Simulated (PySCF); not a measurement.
Positional isomers: norbornane formyl+boryl. All species are isolated molecules in the gas phase. One relaxed conformer stands for each flexible species; it need not be the lowest. Strings in code marks are SMILES.

These are PySCF with PBE0-D4/def2-TZVP // PBE0-D4/def2-SVP values and carry that method's errors. All candidates: neutral, multiplicity 1. Excitations are Tamm–Dancoff values on a coarser integration grid. The basis has no diffuse functions, so Rydberg states are missing or too high.

```
Quantity               Result
-------------------  --------
HOMO–LUMO gap         6.16 eV
HOMO                 -7.43 eV
S1 excitation (TDA)   4.37 eV
```

**Question.** Name which member has these values.
(A) `B[C@@]12CC[C@@H](C1)[C@@H](C=O)C2`
(B) `B[C@@]12CC[C@@H](C[C@@H]1C=O)C2`
(C) `B[C@@H]1C[C@@]2(C=O)CC[C@@H]1C2`
(D) `B[C@@H]1[C@@H]2CC[C@H]1[C@@H](C=O)C2`

**Answer.** A, `B[C@@]12CC[C@@H](C1)[C@@H](C=O)C2`. The others give `B[C@@H]1[C@@H]2CC[C@H]1[C@@H](C=O)C2`: 5.80 eV, -7.32 eV, 4.30 eV; `B[C@@]12CC[C@@H](C[C@@H]1C=O)C2`: 5.94 eV, -7.37 eV, 4.33 eV; `B[C@@H]1C[C@@]2(C=O)CC[C@@H]1C2`: 5.79 eV, -7.30 eV, 4.30 eV…
